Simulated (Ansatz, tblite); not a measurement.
(LiF)n: gap (eV) at several levels, gas phase, relaxed structures; Ansatz, xTB through tblite. Clusters are the lowest isomers that short searches found in that spin, judged at the geometry's level. The structures are stationary points that may keep the symmetry of their start.

```csv
species,state,geometry,GFN1-xTB,GFN2-xTB,r2SCAN-D4/def2-TZVP,PBE0-D4/def2-SVP,PBE0-D4/def2-TZVP,PBE0-D4/def2-TZVPD
(LiF)2 ring (Li2F2),singlet,r2SCAN-D4/def2-TZVP,4.57,5.88,6.94,7.95,8.42,8.46
(LiF)4 cube (Li4F4),singlet,r2SCAN-D4/def2-SVP,4.77,6.16,7.74,8.93,9.22,9.02
Li3F3,singlet,r2SCAN-D4/def2-TZVP,4.92,6.74,7.59,8.66,9.07,9.05
```

**Question.** Estimate the rows for (LiF)4 ring (Li4F4) (singlet, PBE-D4/def2-SVP geometry).

**Answer.** 
| species | state | geometry | GFN1-xTB | GFN2-xTB | r2SCAN-D4/def2-TZVP | PBE0-D4/def2-SVP | PBE0-D4/def2-TZVP | PBE0-D4/def2-TZVPD |
| --- | --- | --- | --- | --- | --- | --- | --- | --- |
| (LiF)4 ring (Li4F4) | singlet | PBE-D4/def2-SVP | 4.60 | 7.45 | 7.62 | 8.75 | 9.16 | 9.16 |

Over the 4 species that have every level, the mean is 4.72 at GFN1-xTB, 6.56 at GFN2-xTB, 7.47 at r2SCAN-D4/def2-TZVP, 8.57 at PBE0-D4/def2-SVP, 8.97 at PBE0-D4/def2-TZVP, 8.92 at PBE0-D4/def2-TZVPD. Orbital gaps grow with the share of exact exchange and aren't one observable across functionals.
